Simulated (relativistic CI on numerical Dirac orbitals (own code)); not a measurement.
## Electric-dipole transitions in Bi⁴⁹⁺

Method of calculation: Dirac-Coulomb-Breit CI, orbitals from a KLI potential per configuration, model QED (radiative potential, 1s self-energy scaled to tabulated hydrogen-like ionisation energies), unscaled Slater integrals (own radial code, finite nucleus).

CI space (outside the closed core [Ar] 3d10): 4s2.4p4, 4s.4p5, 4s2.4p3.4d, 4p6, 4s2.4p3.4f, 4s.4p4.4d, 4s.4p4.4f, 4p5.4d, 4s2.4p2.4d.4f, 4s.4p3.4d2, 4p5.4f, 4p4.4d2, 4p3.4d3, 4p3.4d2.4f. Double excitations out of closed p, d and f shells are left out; levels of such configurations are missing from the list, as are those of other unlisted configurations, and high levels can miss mixing partners.

| λ vac (Å) | Lower | Upper | A (s⁻¹) | E lower (Ry) | E upper (Ry) |
| --- | --- | --- | --- | --- | --- |
| 31.492 | 4s.4p5 1P°_1 [14] | 4s.4p4.4d 3D_2 [154] | 2.18e+12 | 23.0081 | 51.9449 |
| 31.686 | 4s.4p5 3P°_2 [13] | 4s.4p4.4d 3D_3 [138] | 2.20e+12 | 21.9029 | 50.6623 |
| 32.481 | 4s2.4p4 3P_2 [1] | 4s2.4p3.4d 3S°_1 [24] | 4.65e+12 | 0.0000 | 28.0554 |
| 32.596 | 4s2.4p4 3P_1 [3] | 4s2.4p3.4d 3D°_2 [69] | 1.37e+12 | 12.6819 | 40.6383 |
| 32.619 | 4s2.4p4 3P_2 [1] | 4s2.4p3.4d 3P°_2 [23] | 4.13e+12 | 0.0000 | 27.9366 |
| 32.671 | 4s2.4p4 1S_0 [2] | 4s2.4p3.4d 3D°_1 [27] | 3.95e+12 | 0.8832 | 28.7751 |
| 32.755 | 4s2.4p4 3P_2 [1] | 4s2.4p3.4d 3D°_3 [22] | 3.54e+12 | 0.0000 | 27.8203 |
| 32.856 | 4s2.4p4 3P_1 [3] | 4s2.4p3.4d 3P°_1 [67] | 2.52e+12 | 12.6819 | 40.4175 |
| 33.065 | 4s2.4p4 1D_2 [4] | 4s2.4p3.4d 3D°_2 [69] | 1.41e+12 | 13.0782 | 40.6383 |
| 33.083 | 4s2.4p4 3P_1 [3] | 4s2.4p3.4d 3P°_0 [66] | 4.29e+12 | 12.6819 | 40.2267 |
| 33.141 | 4s2.4p4 1D_2 [4] | 4s2.4p3.4d 1F°_3 [68] | 2.89e+12 | 13.0782 | 40.5749 |
| 38.007 | 4s2.4p3.4d 3D°_2 [5] | 4s.4p4.4d 3G_3 [56] | 8.51e+11 | 13.5339 | 37.5099 |
| 38.024 | 4s2.4p3.4d 3D°_2 [5] | 4s.4p4.4d 3D_2 [55] | 1.31e+12 | 13.5339 | 37.4993 |
| 38.080 | 4s2.4p3.4d 3D°_3 [11] | 4s.4p4.4d 3D_2 [73] | 1.57e+12 | 17.6928 | 41.6231 |
| 38.123 | 4s2.4p3.4d 3G°_5 [31] | 4s.4p4.4d 3F_4 [171] | 1.64e+12 | 29.1897 | 53.0931 |
| 38.308 | 4s2.4p3.4d 3G°_4 [20] | 4s.4p4.4d 3G_3 [132] | 1.66e+12 | 26.4964 | 50.2843 |
| 38.422 | 4s2.4p3.4d 3F°_4 [9] | 4s.4p4.4d 3F_4 [65] | 1.63e+12 | 16.3957 | 40.1127 |
| 38.530 | 4s2.4p3.4d 3D°_1 [7] | 4s.4p4.4d 3D_2 [55] | 9.88e+11 | 13.8487 | 37.4993 |
| 38.587 | 4s2.4p3.4d 3F°_3 [8] | 4s.4p4.4d 3G_3 [56] | 2.02e+12 | 13.8942 | 37.5099 |
| 38.875 | 4s2.4p3.4d 3F°_4 [9] | 4s.4p4.4d 3D_3 [63] | 1.44e+12 | 16.3957 | 39.8365 |
| 38.966 | 4s2.4p3.4d 3F°_3 [8] | 4s.4p4.4d 3D_2 [54] | 9.89e+11 | 13.8942 | 37.2806 |
| 39.274 | 4s2.4p3.4d 3D°_2 [5] | 4s.4p4.4d 3D_1 [52] | 1.56e+12 | 13.5339 | 36.7368 |
| 39.606 | 4s2.4p4 3P_2 [1] | 4s.4p5 1P°_1 [14] | 8.34e+11 | 0.0000 | 23.0081 |
| 39.622 | 4s2.4p3.4d 3D°_3 [11] | 4s.4p4.4d 3D_3 [71] | 1.20e+12 | 17.6928 | 40.6916 |
| 40.007 | 4s2.4p3.4d 3G°_4 [20] | 4s.4p4.4d 3G_4 [120] | 1.06e+12 | 26.4964 | 49.2738 |
| 40.090 | 4s2.4p4 1D_2 [4] | 4s.4p5 3P°_1 [50] | 2.18e+12 | 13.0782 | 35.8085 |
| 40.113 | 4s2.4p3.4d 3D°_2 [10] | 4s.4p4.4d 3D_3 [62] | 7.33e+11 | 16.6755 | 39.3931 |
| 40.645 | 4s2.4p3.4d 3D°_3 [11] | 4s.4p4.4d 3F_4 [65] | 7.13e+11 | 17.6928 | 40.1127 |
| 40.958 | 4s2.4p3.4d 3G°_5 [31] | 4s.4p4.4d 3G_5 [146] | 9.80e+11 | 29.1897 | 51.4383 |
| 41.383 | 4s2.4p3.4d 3F°_3 [8] | 4s.4p4.4d 3F_4 [51] | 5.25e+11 | 13.8942 | 35.9146 |
| 41.605 | 4s2.4p4 3P_2 [1] | 4s.4p5 3P°_2 [13] | 7.62e+11 | 0.0000 | 21.9029 |
| 42.448 | 4s2.4p3.4d 3F°_4 [9] | 4s.4p4.4d 5F_5 [58] | 5.28e+11 | 16.3957 | 37.8634 |
| 47.283 | 4s2.4p3.4d 3G°_4 [20] | 4s2.4p3.4f 3H_5 [85] | 5.32e+11 | 26.4964 | 45.7690 |
| 48.501 | 4s.4p5 3P°_2 [13] | 4s.4p4.4d 3D_3 [71] | 9.62e+11 | 21.9029 | 40.6916 |
| 48.953 | 4s.4p5 1P°_1 [14] | 4s.4p4.4d 3D_2 [73] | 1.02e+12 | 23.0081 | 41.6231 |
| 49.113 | 4s2.4p4 3P_1 [3] | 4s2.4p3.4d 3P°_2 [37] | 9.67e+11 | 12.6819 | 31.2364 |
| 49.354 | 4s2.4p4 3P_0 [18] | 4s2.4p3.4d 3D°_1 [77] | 1.87e+12 | 26.1095 | 44.5733 |
| 50.185 | 4s2.4p4 1D_2 [4] | 4s2.4p3.4d 3P°_2 [37] | 7.65e+11 | 13.0782 | 31.2364 |
| 50.201 | 4s.4p5 3P°_2 [13] | 4s.4p4.4d 3P_2 [64] | 7.27e+11 | 21.9029 | 40.0551 |
| 50.545 | 4s2.4p4 3P_1 [3] | 4s2.4p3.4d 3S°_1 [35] | 8.71e+11 | 12.6819 | 30.7108 |
| 50.745 | 4s2.4p4 1D_2 [4] | 4s2.4p3.4d 1F°_3 [36] | 1.12e+12 | 13.0782 | 31.0358 |
| 50.886 | 4s2.4p4 3P_1 [3] | 4s2.4p3.4d 3D°_2 [34] | 5.18e+11 | 12.6819 | 30.5899 |
| 51.505 | 4s2.4p4 3P_2 [1] | 4s2.4p3.4d 3D°_3 [11] | 8.44e+11 | 0.0000 | 17.6928 |
| 52.038 | 4s2.4p4 1D_2 [4] | 4s2.4p3.4d 3D°_2 [34] | 3.71e+11 | 13.0782 | 30.5899 |
| 52.781 | 4s2.4p3.4d 3F°_4 [9] | 4s2.4p3.4f 3G_5 [43] | 3.66e+11 | 16.3957 | 33.6607 |

Terms are leading LS components. Brackets give the number of a level in order of energy, since labels repeat. The list gives strong lines, with weight on those to low levels, without lines whose two gauges differ by over a factor of 2.5, among the lowest 200 of 2773 levels, so that lines to higher ones, which can be the strongest, are missing. Levels whose partners in the same complex of configurations lie outside the list can be far off, and so can their lines. Rates are taken at the computed energies, electric ones in the length gauge.

At this charge energies of transitions that change n are usually good to better than 1 %, and those within a shell (Δn = 0) to a few per cent.

LS names give the leading component of a level, which can be under half, so a name can repeat, a term be missing and a line seem to break the LS rules.
